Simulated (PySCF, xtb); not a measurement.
C8H2F4N2O, SMILES c1(F)cc(F)c(F)c(c1F)-c1nnco1.

GFN2-xTB (xtb) at its own geometry gives an orbital gap of 2.48 eV and a dipole moment of 3.07 D.

Geometry: B3LYP-D3(BJ)/def2-SVP. The structure was generated by enumeration, and PubChem lists no compound with its InChIKey, so it may never have been made. The values are those of a single conformer.

Task: What does PBE/def2-SVP run with PySCF give? (Estimate from the structure and the level; the computed values follow.)

Result: gap 3.54 eV (levels -6.29 and -2.75 eV), dipole 3.07 D.
